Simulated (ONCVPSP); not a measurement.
O (Z = 8): one change to an ONCV potential, before and after

O, optimised norm-conserving Vanderbilt (ONCV), made with ONCVPSP 4.0.1 (PBEsol, scalar-relativistic). Core [He], reference 2s1 2p5. Waves: 2s: rc 0.65 bohr, ncon 4, nbas 7, qcut 8.2 1/bohr, 1 projector; 2p: rc 2.20 bohr, ncon 4, nbas 9, qcut 4.9 1/bohr, 1 projector. Local part: polynomial inside 0.45 bohr (lpopt 5, dvloc0 0 Ha). Core correction: Teter function, fcfact 4, rcfact 1.25.

All-electron outer shells of the reference configuration (PBEsol, scalar-relativistic, ld1.x):

```json
{"shell": "1s", "level (eV)": "-513.46", "outermost node (bohr)": "–", "outermost maximum (bohr)": "0.13"}
{"shell": "2s", "level (eV)": "-24.27", "outermost node (bohr)": "0.28", "outermost maximum (bohr)": "0.87"}
{"shell": "2p", "level (eV)": "-9.40", "outermost node (bohr)": "–", "outermost maximum (bohr)": "0.82"}
```

Change: p: rc 2.92.

Cutoffs: the cutoffs (Ha) at which the residual kinetic energy of the hardest occupied pseudo-wave falls to 1 and 0.1 mHa per electron; they do not see the model core or the augmentation charge, which bear on the density cutoff. Errors are all-electron minus pseudo energies relative to the spin-unpolarised reference configuration.

Problem. What does the change do?

Solution. The potential gets neither clearly harder nor softer (50 Ha and 178 Ha → 50 Ha and 178 Ha); the s channel sets the loose cutoff, while the largest relative change is in p, which becomes softer; the lowest positive-energy flag moves from p at 36.0 eV to p at 18.7 eV; the number of tests that count goes from 4 to 3; of the 3 tests that both files solve, the error grows in 3 and shrinks in 0 by more than 15 % and 0.3 meV (median size 102.3 → 193.7 meV); neither file shows a bound ghost. More of the atom is replaced by a form fitted at one configuration, so other configurations suffer.

```tsv
quantity	base	changed
cutoff, loose	50 Ha	50 Ha
cutoff, tight	178 Ha	178 Ha
loose cutoff by channel	s 50 Ha, p 11 Ha	s 50 Ha, p 8.6 Ha
bound ghosts	none	none
GHOST(+) flags under 300 eV	p at 36.0 eV	p at 18.7 eV
tests counted (converged, no solver errors)	4 of 4	3 of 4
error for 2s2 2p4, meV [ΔE -14.85 eV]	-89	-194
error for 2s2 2p3, meV [ΔE 1.51 eV]	+501	+825
error for 2s2 2p3.5, meV [ΔE -8.60 eV]	+102	+127
s: phases at 0.66 bohr within 0.05 rad from the reference energy up to (Ha; the scan ends near 5)	4.2	4.2
rms error of d²Exc/dni dnj with the model core, mHa	1.84	5.33
```

Base: These tests converged, but a pseudo level misses the all-electron one widely, so the file describes the atom poorly there or has found another state: 2s2 2p2: 2p by 3.1 eV. Changed file: Tests not counted: 2s2 2p2 (no result).
